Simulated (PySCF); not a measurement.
C4H7F3S.
SMILES with atom numbers: `[CH3:1][CH2:2][CH2:3][S:4][C:5]([F:6])([F:7])[F:8]` (hydrogens: H9, H10, H11 on C1; H12, H13 on C2; H14, H15 on C3)

Cartesian coordinates in Å at the GFN2-xTB level; atoms count from 1:
```xyz
15
C4H7F3S angstrom
C     -2.178    0.124    0.506
C     -0.827    0.474   -0.109
C     -0.080   -0.792   -0.496
S      1.457   -0.472   -1.433
C      2.504    0.172   -0.089
F      2.194    1.428    0.254
F      2.400   -0.560    1.024
F      3.779    0.167   -0.459
H     -2.047   -0.488    1.395
H     -2.793   -0.425   -0.203
H     -2.704    1.032    0.789
H     -0.974    1.090   -0.997
H     -0.242    1.051    0.609
H     -0.671   -1.394   -1.186
H      0.178   -1.399    0.372
```

A PySCF run (density fitting, gas phase, GFN2-xTB geometry) gave HOMO -10.53 eV, LUMO 3.78 eV, dipole 2.84 D and E = -851.306 Eh.

Task: Which of these levels was it?
A. wB97X/STO-3G
B. HF/pcSseg-1
C. PBE0/pcSseg-1
D. PBE0/def2-SVPD

Result: B. It is HF/pcSseg-1. All candidates on this geometry:

```json
{"level and settings": "PBE0/def2-SVPD", "kind": "global hybrid", "basis functions": "232", "SCF cycles": "13", "E (Eh)": "-853.3251", "HOMO (eV)": "-7.46", "LUMO (eV)": "-0.09", "dipole (D)": "2.63"}
{"level and settings": "PBE0/pcSseg-1", "kind": "global hybrid", "basis functions": "178", "SCF cycles": "12", "E (Eh)": "-853.6990", "HOMO (eV)": "-7.46", "LUMO (eV)": "0.26", "dipole (D)": "2.49"}
{"level and settings": "HF/pcSseg-1", "kind": "Hartree–Fock", "basis functions": "178", "SCF cycles": "10", "E (Eh)": "-851.3061", "HOMO (eV)": "-10.53", "LUMO (eV)": "3.78", "dipole (D)": "2.84"}
{"level and settings": "wB97X/STO-3G, grid level 4, start guess vsap", "kind": "range-separated hybrid", "basis functions": "51", "SCF cycles": "9", "E (Eh)": "-843.6958", "HOMO (eV)": "-6.34", "LUMO (eV)": "8.51", "dipole (D)": "1.15"}
```

The nearest other candidate, by the summed differences of HOMO and LUMO, is PBE0/pcSseg-1: its HOMO differs by +3.07 eV and its LUMO by -3.52 eV. Cycle counts include a coarse-grid stage where the run had one.
